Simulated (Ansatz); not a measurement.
C4H14OSi2, charge +1, doublet, at a GFN2-xTB geometry (a state made from the parent by changing its charge; the spin is typed, not shown lowest); SVWN5/STO-3G in Ansatz (a first-principles code).

The Ansatz input:
Ansatz 0.2 input:
```yaml
crystal:
  periodic: [false, false, false]
  atoms:
    - {symbol: C, position_ang: [2.31256238, 1.47377799, -0.10560555]}
    - {symbol: Si, position_ang: [1.60171253, -0.19645022, 0.53165561]}
    - {symbol: C, position_ang: [2.17516150, -1.47891052, -0.78269725]}
    - {symbol: O, position_ang: [-0.01612077, -0.09005236, 0.39597527]}
    - {symbol: Si, position_ang: [-1.64122099, -0.02424832, 0.43879276]}
    - {symbol: C, position_ang: [-2.13381376, 1.70988349, -0.23292951]}
    - {symbol: C, position_ang: [-2.27121464, -1.24280502, -0.91002121]}
    - {symbol: H, position_ang: [1.98608715, 1.68048117, -1.12014935]}
    - {symbol: H, position_ang: [1.97121535, 2.27051280, 0.54685704]}
    - {symbol: H, position_ang: [3.39576124, 1.43973189, -0.08346275]}
    - {symbol: H, position_ang: [1.90144429, -0.52792171, 1.91632573]}
    - {symbol: H, position_ang: [1.75171238, -2.44651593, -0.53482191]}
    - {symbol: H, position_ang: [3.25646879, -1.55360567, -0.76987583]}
    - {symbol: H, position_ang: [1.85231615, -1.19420255, -1.77935349]}
    - {symbol: H, position_ang: [-2.05286756, -0.31794515, 1.80309225]}
    - {symbol: H, position_ang: [-1.72994077, 1.87780470, -1.22655946]}
    - {symbol: H, position_ang: [-3.21402241, 1.79071575, -0.27273684]}
    - {symbol: H, position_ang: [-1.74786666, 2.46799850, 0.44035947]}
    - {symbol: H, position_ang: [-1.96736964, -2.24903023, -0.64131948]}
    - {symbol: H, position_ang: [-1.86371177, -0.99687902, -1.88576360]}
    - {symbol: H, position_ang: [-3.35331486, -1.20262181, -0.95914992]}
basis:
  gaussian:
    orbitals: STO-3G
hamiltonian:
  xc: {name: SVWN5}
total_charge: 1
magnetization: {spin_polarized: true, initial_magnetization: 1}
```

What the program printed (banner, timings and long lists left out):

```
Functional definition: SVWN5
738 factors; integrals over basis functions are off by at most 3.7e-5 eV
mean field evaluation 1: about -21785.6072 eV, gradient 2.9e1 eV
mean field evaluation 2: about -21779.7934 eV, gradient 4.5e1 eV
mean field evaluation 4: about -21791.0303 eV, gradient 9.3e0 eV
mean field evaluation 8: about -21791.4165 eV, gradient 5.5e-2 eV
mean field evaluation 16: about -21791.4165 eV, gradient 1.2e-5 eV
mean field evaluation 32: about -21790.9444 eV, gradient 5.6e-3 eV
mean field evaluation 64: about -21791.4165 eV, gradient 7.1e-6 eV
mean field -21791.41654372 eV, -800.8197872292 hartree, gradient 7.1e-6 eV, S^2 0.751415; 7 other end points of the search recorded, 0 dependent functions left out
reference -21791.41657856 eV, -800.8197885095 hartree; 37, 36 occupied and 20, 21 virtual orbitals, 738 factors
Total energy: -21791.41657856 eV, -800.8197885095 hartree
```
